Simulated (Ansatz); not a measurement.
C$_{7}$H$_{8}$F$_{2}$OSn (`C[O][Sn]([F])([F])[c]1ccccc1`), 19 atoms. The species carries charge 0 and has multiplicity 1. Correlated methods include outer-core shells of Sn, which these sets cover unevenly. Sn: def2 effective core potential. Hardware: A = 4 threads of an AMD EPYC 7R13 on a shared host and a share of an NVIDIA H100 80 GB; B = 4 threads of a server CPU on a shared host. Correlated methods freeze the cores.

(1) Give the basis size and wall time and peak host memory of each of these runs in Ansatz. RKS PBE0-D4/def2-TZVP relaxation (19 steps) [A]; RKS B3LYP-D4/def2-TZVPP energy and forces [A]; RKS revPBE-D4/def2-TZVPP energy [A]; RKS PBE0-D4/def2-TZVPP energy [A]; direct RPA on PBE orbitals/def2-TZVPP energy [A]; RKS ωB97M-V/def2-SVP energy [B]; RKS PBE0-D4/def2-SVP energy [B]; RKS ωB97M-V/def2-QZVPP energy [A]; RKS PBE0-D4/def2-QZVPP energy [A]; RHF-CCSD(T)/def2-TZVPP energy [A]; RHF-CCSD(T)/def2-SVP energy [A]; RKS ωB97M-V/def2-TZVPP energy and forces [A]. (Estimate.)

Results:

(1) Ansatz gave: Other jobs shared the machine, so times are rough.

```json
{"level": "RKS revPBE-D4/def2-TZVPP", "job": "energy [A]", "functions": "472", "wall time": "3.4 s", "peak host memory (GiB)": "1.1"}
{"level": "RKS B3LYP-D4/def2-TZVPP", "job": "energy and forces [A]", "functions": "472", "wall time": "4.5 s", "peak host memory (GiB)": "1.2"}
{"level": "RKS PBE0-D4/def2-TZVPP", "job": "energy [A]", "functions": "472", "wall time": "4.9 s", "peak host memory (GiB)": "1.1"}
{"level": "RKS PBE0-D4/def2-QZVPP", "job": "energy [A]", "functions": "892", "wall time": "5.5 s", "peak host memory (GiB)": "1.4"}
{"level": "direct RPA on PBE orbitals/def2-TZVPP", "job": "energy [A]", "functions": "472", "wall time": "6.5 s", "peak host memory (GiB)": "2.5"}
{"level": "RKS ωB97M-V/def2-QZVPP", "job": "energy [A]", "functions": "892", "wall time": "8 s", "peak host memory (GiB)": "1.6"}
{"level": "RKS ωB97M-V/def2-TZVPP", "job": "energy and forces [A]", "functions": "472", "wall time": "8.5 s", "peak host memory (GiB)": "1.3"}
{"level": "RKS PBE0-D4/def2-SVP", "job": "energy [B]", "functions": "206", "wall time": "9.5 s", "peak host memory (GiB)": "1"}
{"level": "RHF-CCSD(T)/def2-SVP", "job": "energy [A]", "functions": "206", "wall time": "13 s", "peak host memory (GiB)": "0.82"}
{"level": "RKS ωB97M-V/def2-SVP", "job": "energy [B]", "functions": "206", "wall time": "18 s", "peak host memory (GiB)": "1.3"}
{"level": "RKS PBE0-D4/def2-TZVP", "job": "relaxation (19 steps) [A]", "functions": "408", "wall time": "52 s", "peak host memory (GiB)": "1.1"}
{"level": "RHF-CCSD(T)/def2-TZVPP", "job": "energy [A]", "functions": "472", "wall time": "5.5 min", "peak host memory (GiB)": "2.4"}
```

B3LYP here is the variant with VWN-RPA as its local correlation; programs differ in this.
